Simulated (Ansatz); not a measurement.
System: C₃H₈BrSi (charge -1, singlet). It need not be the lowest isomer of its formula. Whether it binds its extra electron was not tested at this geometry. SMILES: [CH2-][Si](C)(C)Br
Structure (B3LYP-D3(BJ)/def2-TZVP (Ansatz, a quantum-chemistry and plane-wave program) minimum search):
```xyz
13

Si     0.2307    -0.0020    -1.0309
C      1.7628    -0.3930    -1.7463
C     -1.1866    -1.1895    -1.4249
C     -0.3410     1.7877    -1.2414
Br    -0.1023    -0.0639     1.5081
H      2.0903    -1.4285    -1.8072
H      2.5859     0.3165    -1.6997
H     -0.8787    -2.2166    -1.2163
H     -1.4534    -1.1221    -2.4834
H     -2.0661    -0.9721    -0.8171
H     -0.5693     1.9909    -2.2915
H      0.4523     2.4698    -0.9274
H     -1.2232     1.9958    -0.6342
```
Charge -1, spin multiplicity 1.

Parts of the frozen-core correlation energy in 6-31G (Ansatz, hartree). Frozen orbitals: 22; correlated occupied orbitals by spin: 16 and 16; virtual: 47 and 47. No spin-orbit coupling. No relativistic terms.

```tsv
term	value
reference (HF)	-2979.18576
MP2 opposite-spin	-0.29274
MP2 same-spin	-0.07878
CCSD correlation	-0.42395
(T)	-0.01087
T1 diagnostic	0.012
largest doubles amplitude	0.076
```
